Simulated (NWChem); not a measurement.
System meant: SnH$_{4}$; SMILES [SnH4]

The following NWChem deck was run.

```
start job
memory heap 200 mb stack 900 mb global 1100 mb
geometry units angstroms noautoz
  Sn    -0.000003    -0.000031     0.000014
  H      1.110741    -0.000005     1.302225
  H      0.803831    -0.472118    -1.435429
  H     -0.646087     1.572423    -0.198790
  H     -1.268377    -1.100296     0.331973
end
basis spherical
  Sn library def2-svp
  H library def2-svp
end
ecp
  Sn library def2-ecp
end
dft
  odft
  mult 2
  xc b3lyp
  iterations 150
  mulliken
end
task dft energy
```

End of the output:

```
 ==============================================================================
                                 internuclear angles
 ------------------------------------------------------------------------------
        center 1       |       center 2       |       center 3       |  degrees
 ------------------------------------------------------------------------------
    2 H                |   1 Sn               |   3 H                |   109.47
    2 H                |   1 Sn               |   4 H                |   109.47
    2 H                |   1 Sn               |   5 H                |   109.47
    3 H                |   1 Sn               |   4 H                |   109.47
    3 H                |   1 Sn               |   5 H                |   109.47
    4 H                |   1 Sn               |   5 H                |   109.47
 ------------------------------------------------------------------------------
                            number of included internuclear angles:          6
 ==============================================================================

 Summary of "ao basis" -> "" (spherical)
 ------------------------------------------------------------------------------
       Tag                 Description            Shells   Functions and Types
 ---------------- ------------------------------  ------  ---------------------
 Sn                         def2-svp                10       26   4s4p2d
 H                          def2-svp                 3        5   2s1p

                                 NWChem DFT Module
                                 -----------------

 Summary of "ao basis" -> "ao basis" (spherical)
 ------------------------------------------------------------------------------
       Tag                 Description            Shells   Functions and Types
 ---------------- ------------------------------  ------  ---------------------
 Sn                         def2-svp                10       26   4s4p2d
 H                          def2-svp                 3        5   2s1p

  number of electrons :                   26
  multiplicity        :                    2
 ------------------------------------------------------------------------
  no. of electrons and multiplicity not compatible                  26
 ------------------------------------------------------------------------
 ------------------------------------------------------------------------
  current input line :
    24: task dft energy
 ------------------------------------------------------------------------
 ------------------------------------------------------------------------
 There is an error in the input file
 ------------------------------------------------------------------------
 For more information see the NWChem manual at https://nwchemgit.github.io

0: no. of electrons and multiplicity not compatible:Received an Error in Communication
```

**Question.** What is wrong, and how is it mended?

**Answer.** The program refused the input. Cause: the multiplicity doesn't fit the number of electrons (an even count wants an odd multiplicity, and the reverse). This input runs:
```
start job
memory heap 200 mb stack 900 mb global 1100 mb
geometry units angstroms noautoz
  Sn    -0.000003    -0.000031     0.000014
  H      1.110741    -0.000005     1.302225
  H      0.803831    -0.472118    -1.435429
  H     -0.646087     1.572423    -0.198790
  H     -1.268377    -1.100296     0.331973
end
basis spherical
  * library def2-svp
end
ecp
  Sn library def2-ecp
end
dft
  xc b3lyp
  iterations 150
  mulliken
end
task dft energy
```
It converges to -216.73366 Ha (B3LYP/def2-SVP with def2 effective core potentials on Sn).
